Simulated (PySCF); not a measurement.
Compound: C4H3F4NO.
Cartesian coordinates in Å at the PBE0-D3(BJ)/def2-SVP level; atoms count from 1:
```
atom  x, y, z in Å
C1     2.630    0.252   -0.416
N2     1.394    0.383   -0.151
C3     0.772   -0.585    0.610
C4    -0.533   -0.485    0.899
F5    -1.167   -1.401    1.604
O6    -1.306    0.565    0.568
C7    -2.157    0.456   -0.495
F8    -2.562    1.668   -0.798
F9    -3.213   -0.289   -0.195
F10   -1.560   -0.089   -1.542
H11    3.242   -0.601   -0.066
H12    3.131    1.017   -1.023
H13    1.315   -1.458    0.998
```

Level: B3LYP/def2-SVPD in PySCF, non-relativistic, on one gas-phase PBE0-D3(BJ)/def2-SVP geometry that isn't relaxed in the solvent. The solvent is an IEF-PCM continuum (van der Waals radii × 1.2). Specific hydrogen bonds and non-electrostatic terms are outside this model.

Gas phase at B3LYP/def2-SVPD: HOMO -7.32 eV, LUMO -1.87 eV, dipole 2.88 D.

Q: What does the continuum do to the energy, the frontier levels and the dipole at B3LYP/def2-SVPD in acetonitrile and dimethylsulfoxide?

A: 
| solvent | ε | E(solvent) − E(gas) (kcal/mol) | polarisation term (kcal/mol) | distortion of the solute (kcal/mol) | HOMO (eV) | LUMO (eV) | dipole (D) |
| --- | --- | --- | --- | --- | --- | --- | --- |
| acetonitrile | 35.69 | -4.24 | -5.29 | 1.05 | -7.16 | -1.67 | 3.91 |
| dimethylsulfoxide | 46.83 | -4.29 | -5.37 | 1.08 | -7.15 | -1.67 | 3.92 |

The polarisation term is half the interaction of the solute with the surface charges that it induces; the rest is the cost of distorting the solute's density. The sum is the electrostatic part of solvation alone. From acetonitrile to dimethylsulfoxide the lowering changes by a factor 1.01, Onsager's factor (ε − 1)/(2ε + 1) by 1.01 and ε itself by 1.3.

Q: Which radius a makes the point-dipole formula ΔE = −[(ε − 1)/(2ε + 1)]·μ²/a³ give the value in dimethylsulfoxide, with the gas-phase dipole?

A: μ = 1.133 au and |ΔE| = 0.00684 Eh give a = 2.38 Å; the farthest nucleus lies 3.46 Å from the centroid of the nuclei, so such a sphere wouldn't even hold the nuclei. The formula assumes a rigid point dipole at the centre of a sphere.

Q: Give the dipole vector in the frame of the coordinates (D, pointing from negative to positive charge), gas and dimethylsulfoxide.

A: Gas (2.68, -1.03, 0.15), solvent (3.61, -1.53, 0.20). Its length changes by +36 % and its direction by 2°.

Q: How does the static polarisability (B3LYP/def2-SVPD, frozen core, with the continuum's full static response) change?

A: 
```csv
medium,isotropic (au),principal values (au),⟨r²⟩ of the electrons (bohr²)
gas,71.1,"45.8, 62.7, 104.7",1460.4
acetonitrile,91.7,"59.0, 79.9, 136.3",1457.8
dimethylsulfoxide,92.0,"59.2, 80.1, 136.7",1457.7
```

The isotropic value in dimethylsulfoxide is 1.29 times the gas-phase one; no cavity-field correction is applied. ⟨r²⟩ is taken about the centre of nuclear charge.

Cost: about 2.2 min of CPU time on one thread; the machine was shared, so the figure is rough. This is the whole response run at B3LYP/def2-SVPD in dimethylsulfoxide, SCF included.
